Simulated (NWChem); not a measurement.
Program: NWChem. System: I₂ (-1), charge -1, spin multiplicity 2, at a geometry optimised with UB3LYP/def2-SVP with def2 effective core potentials on I. The structure started from a generated list of species. Its SCF solution wasn't tested for a lower state. Level: UHF/def2-TZVPD with def2 effective core potentials on I.

Input file:

```
start mol
memory heap 200 mb stack 900 mb global 1100 mb
charge -1
geometry units angstroms nocenter noautoz
  I      0.000000     0.000000     1.689068
  I      0.000000     0.000000    -1.689068
  symmetry group D2h
end
basis spherical
  * library def2-tzvpd
end
ecp
  I library def2-ecp
end
scf
  uhf
  nopen 1
  maxiter 100
  thresh 1e-7
  semidirect memsize 60000000 filesize 0
  # guess.movecs holds the orbitals of an unrestricted PBE0 run
  vectors input guess.movecs output mol.movecs
end
task scf energy
```

NWChem printed:

```
             Northwest Computational Chemistry Package (NWChem) 7.3.0
             --------------------------------------------------------

                                NWChem Input Module
                                -------------------

 Scaling coordinates for geometry "geometry" by  1.889725989
 (inverse scale =  0.529177249)

 Turning off AUTOSYM since
 SYMMETRY directive was detected!

                             Geometry "geometry" -> ""
                             -------------------------

 Output coordinates in angstroms (scale by  1.889725989 to convert to a.u.)

  No.       Tag          Charge          X              Y              Z
 ---- ---------------- ---------- -------------- -------------- --------------
    1 I                   53.0000     0.00000000     0.00000000     1.68906800
    2 I                   53.0000     0.00000000     0.00000000    -1.68906800

 Effective nuclear repulsion energy (a.u.)     440.0234012012

            Nuclear Dipole moment (a.u.)
            ----------------------------
        X                 Y               Z
 ---------------- ---------------- ----------------
     0.0000000000     0.0000000000     0.0000000000

      Symmetry information
      --------------------

 Group name             D2h
 Group number             26
 Group order               8
 No. of unique centers     1

      Symmetry unique atoms

     1


 Summary of "ao basis" -> "" (spherical)
 ------------------------------------------------------------------------------
       Tag                 Description            Shells   Functions and Types
 ---------------- ------------------------------  ------  ---------------------
 *                         def2-tzvpd                 on all atoms

 Summary of "ao basis" -> "ao basis" (spherical)
 ------------------------------------------------------------------------------
       Tag                 Description            Shells   Functions and Types
 ---------------- ------------------------------  ------  ---------------------
 I                         def2-tzvpd               19       59   7s6p4d2f
[...]
    43      0.334390  1 I  d  0             102     -0.334390  2 I  d  0
    19      0.259150  1 I  pz                78      0.259150  2 I  pz

 Vector   28  Occ=0.000000D+00  E= 1.717009D-01  Symmetry=b2u
              MO Center=  3.6D-17,  1.3D-15, -1.8D-16, r^2= 2.4D+01
   Bfn.  Coefficient  Atom+Function         Bfn.  Coefficient  Atom+Function
  ----- ------------  ---------------      ----- ------------  ---------------
    24      0.738754  1 I  py                83      0.738754  2 I  py
    21     -0.469171  1 I  py                80     -0.469171  2 I  py

 center of mass
 --------------
 x =   0.00000000 y =   0.00000000 z =   0.00000000

 moments of inertia (a.u.)
 ------------------
        2585.740433006102           0.000000000000           0.000000000000
           0.000000000000        2585.740433006102           0.000000000000
           0.000000000000           0.000000000000           0.000000000000

  Mulliken analysis of the total density
  --------------------------------------

    Atom       Charge   Shell Charges
 -----------   ------   -------------------------------------------------------
    1 I   25    25.50   0.19 -0.77  1.58  1.01  1.08  0.88  0.03 -0.49  6.44  1.31  2.80  1.35  0.05  9.23  0.75  0.04  0.00  0.00  0.00
    2 I   25    25.50   0.19 -0.77  1.58  1.01  1.08  0.88  0.03 -0.49  6.44  1.31  2.80  1.35  0.05  9.23  0.75  0.04  0.00  0.00  0.00

  Mulliken analysis of the alpha density
  --------------------------------------

    Atom       Charge   Shell Charges
 -----------   ------   -------------------------------------------------------
    1 I   25    13.00   0.09 -0.38  0.79  0.50  0.55  0.44  0.02 -0.25  3.23  0.73  1.56  0.68  0.02  4.61  0.38  0.02  0.00  0.00  0.00
    2 I   25    13.00   0.09 -0.38  0.79  0.50  0.55  0.44  0.02 -0.25  3.23  0.73  1.56  0.68  0.02  4.61  0.38  0.02  0.00  0.00  0.00

   Mulliken analysis of the beta density
   -------------------------------------

    Atom       Charge   Shell Charges
 -----------   ------   -------------------------------------------------------
    1 I   25    12.50   0.09 -0.38  0.79  0.51  0.53  0.44  0.01 -0.24  3.22  0.58  1.24  0.67  0.03  4.62  0.37  0.02 -0.00  0.00  0.00
    2 I   25    12.50   0.09 -0.38  0.79  0.51  0.53  0.44  0.01 -0.24  3.22  0.58  1.24  0.67  0.03  4.62  0.37  0.02 -0.00  0.00  0.00

   Mulliken analysis of the spin density
   -------------------------------------

    Atom       Charge   Shell Charges
 -----------   ------   -------------------------------------------------------
    1 I   25     0.50   0.00 -0.00  0.00 -0.00  0.01 -0.00  0.01 -0.00  0.01  0.16  0.32  0.01 -0.01 -0.01  0.01 -0.00  0.01  0.00  0.00
    2 I   25     0.50   0.00 -0.00  0.00 -0.00  0.01 -0.00  0.01 -0.00  0.01  0.16  0.32  0.01 -0.01 -0.01  0.01 -0.00  0.01  0.00  0.00

       Multipole analysis of the density wrt the origin
       ------------------------------------------------

     L   x y z        total         alpha         beta         nuclear
     -   - - -        -----         -----         ----         -------
     0   0 0 0     -1.000000    -26.000000    -25.000000     50.000000

     1   1 0 0     -0.000000     -0.000000     -0.000000      0.000000
     1   0 1 0      0.000000     -0.000000      0.000000      0.000000
     1   0 0 1     -0.000000     -0.000000     -0.000000      0.000000

     2   2 0 0    -45.812283    -23.242033    -22.570250      0.000000
     2   1 1 0     -0.000000     -0.000000      0.000000      0.000000
     2   1 0 1     -0.000000     -0.000000     -0.000000      0.000000
     2   0 2 0    -45.812283    -23.242033    -22.570250      0.000000
     2   0 1 1      0.000000     -0.000000      0.000000      0.000000
     2   0 0 2    -56.439432   -292.387630   -273.455325    509.403523

 Task  times  cpu:        2.1s     wall:        2.1s

 Total times  cpu:        2.1s     wall:        2.1s
```
